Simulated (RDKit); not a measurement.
RDKit input (MMFF94):

```python
from rdkit import Chem
from rdkit.Chem import AllChem, rdDetermineBonds

mol = Chem.MolFromXYZFile('mol.xyz')
rdDetermineBonds.DetermineBonds(mol, charge=1)
print('SMILES', Chem.MolToSmiles(Chem.RemoveHs(mol)))
ff = AllChem.MMFFGetMoleculeForceField(mol, AllChem.MMFFGetMoleculeProperties(mol))
e0 = ff.CalcEnergy()
flag = ff.Minimize(maxIts=5000, forceTol=1e-5)
print(f'energy {e0:.4f} -> {ff.CalcEnergy():.4f} kcal/mol, converged: {flag == 0}')
print(Chem.MolToXYZBlock(mol))
```
mol.xyz:
```
6

C     -0.63163360     0.23047242     0.02745480
N      0.56164908    -0.20493625    -0.02441283
H     -1.46106849    -0.46734349    -0.01134229
H     -0.81208885     1.29678017     0.11014810
H      1.36386217     0.42161568     0.00949276
H      0.76755320    -1.19933311    -0.10213757
```

Output:

```
SMILES C=[NH2+]
energy 10.1254 -> 9.8988 kcal/mol, converged: True
6

C     -0.634840    0.231642    0.027594
N      0.566424   -0.206678   -0.024620
H     -1.472344   -0.479639   -0.012081
H     -0.812721    1.313420    0.111404
H      1.370253    0.423048    0.009496
H      0.771502   -1.204538   -0.102590
```

The dipole moment of an ion depends on the origin.

The geometry given is a B3LYP-D3(BJ)/def2-TZVP minimum.
